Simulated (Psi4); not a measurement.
Pair of molecules, SMILES N with SMILES S, pulled apart as rigid monomers along the line of their centres of mass from the B3LYP-D3(BJ)/def2-TZVP minimum (SMILES order as in the coordinates).
Starting geometry (charge 0, multiplicity 1):
```json
[
 {"atom": "N", "x (Å)": "0.0062", "y (Å)": "0.1635", "z (Å)": "0.3251"},
 {"atom": "H", "x (Å)": "-0.7772", "y (Å)": "-0.4607", "z (Å)": "0.1701"},
 {"atom": "H", "x (Å)": "-0.1930", "y (Å)": "1.0317", "z (Å)": "-0.1588"},
 {"atom": "H", "x (Å)": "0.8211", "y (Å)": "-0.2526", "z (Å)": "-0.1111"},
 {"atom": "S", "x (Å)": "0.6662", "y (Å)": "0.8123", "z (Å)": "3.7092"},
 {"atom": "H", "x (Å)": "-0.3051", "y (Å)": "0.0025", "z (Å)": "4.1592"},
 {"atom": "H", "x (Å)": "0.3880", "y (Å)": "0.5430", "z (Å)": "2.4079"}
]
```

These are SAPT0/jun-cc-pV(D+d)Z in Psi4 values and carry that method's errors.

| N1···H7 (Å) | electrostatics (kJ/mol) | exchange (kJ/mol) | induction (kJ/mol) | dispersion (kJ/mol) | total |
|---|---|---|---|---|---|
| 1.94 | ___ | 77.4 | -23.7 | -12.3 | -10.2 |
| 2.15 | -32.9 | 39.8 | -12.8 | -7.8 | -13.7 |
| 2.47 | -18.3 | 14.5 | -5.3 | ___ | -13.3 |
| 3.01 | -8.6 | 2.6 | -1.4 | -1.5 | -8.9 |
| 3.87 | -3.8 | 0.2 | -0.3 | -0.4 | -4.3 |

Task: Fill in the missing entries.

Result: 
- 2.47, dispersion (kJ/mol): -4.1
- 1.94, electrostatics (kJ/mol): -51.5
